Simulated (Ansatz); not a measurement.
BFGaGeH5, SMILES `[BH2][GeH]([F])[GaH2]`. Charge 0, multiplicity 1. Geometry: relaxed with PBE0-D4/def2-TZVP.

```xyz
9

B    -0.471    0.086    1.845
Ge    0.124   -0.770    0.096
F    -1.035   -1.997   -0.411
Ga    0.354    0.823   -1.769
H     0.274    0.844    2.393
H    -1.564   -0.089    2.289
H     1.452   -1.550    0.253
H     1.442    1.952   -1.671
H    -0.575    0.702   -3.025
```

Problem. What is the dipole moment at r2SCAN/def2-TZVPP? (Best estimate.)

Solution. The calculation gave: 2.20 D, with components (1.22, 1.80, 0.35) D in this frame, pointing from negative to positive charge.

Problem. And with PBE, B3LYP, ωB97M-V? (Best estimate.)

Solution. The calculation gave: PBE 2.11 D, B3LYP 2.26 D, ωB97M-V 2.28 D.

Problem. Give the Mulliken charges with r2SCAN, PBE, ωB97M-V in def2-TZVPP. (An estimate is asked.)

Solution. Ansatz gave: 
| atom | r2SCAN | PBE | ωB97M-V |
| --- | --- | --- | --- |
| B1 | -0.10 | -0.14 | -0.17 |
| Ge2 | 0.30 | 0.31 | 0.20 |
| F3 | -0.41 | -0.37 | -0.41 |
| Ga4 | 0.26 | 0.16 | 0.19 |
| H5 | 0.03 | 0.04 | 0.10 |
| H6 | 0.04 | 0.06 | 0.11 |
| H7 | -0.01 | -0.02 | 0.02 |
| H8 | -0.06 | -0.03 | -0.02 |
| H9 | -0.05 | -0.02 | -0.01 |

B3LYP here is the variant with VWN-RPA as its local correlation; programs differ in this.
